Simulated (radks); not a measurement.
The mean radii <r> (bohr) of the occupied orbitals of an atom or ion are listed with their occupations. Calculated with a radial shooting solver on a logarithmic mesh with Libxc functionals: non-relativistic Kohn-Sham, PBE, spin-polarised, spherical densities, point nucleus.

orbital  occ.      <r>
1s up       1  0.02982
1s down     1  0.02982
2s up       1   0.1287
2s down     1   0.1287
2p up       3   0.1097
2p down     3   0.1097
3s up       1   0.3439
3s down     1   0.3438
3p up       3   0.3346
3p down     3   0.3345
3d up       5   0.3054
3d down     5   0.3053
4s up       1   0.8132
4s down     1   0.8135
4p up       3   0.8528
4p down     2   0.8531
4d up       5   0.9736
4d down     5   0.9733
5s up       1    1.901

Name the element and its charge. Open shells, if any, are filled with parallel spins first.

Answer. Z = 51, antimony, charge +5: Sb5+ in [Ar] 3d10 4s2 4p5 4d10 5s1. The 1s radius gives Z: for a bare nucleus <r> = 1.5/Z, 0.02941 bohr for Z = 51, and screening makes it slightly larger (0.02982 here). The occupations add up to 46, and the charge is Z minus that.
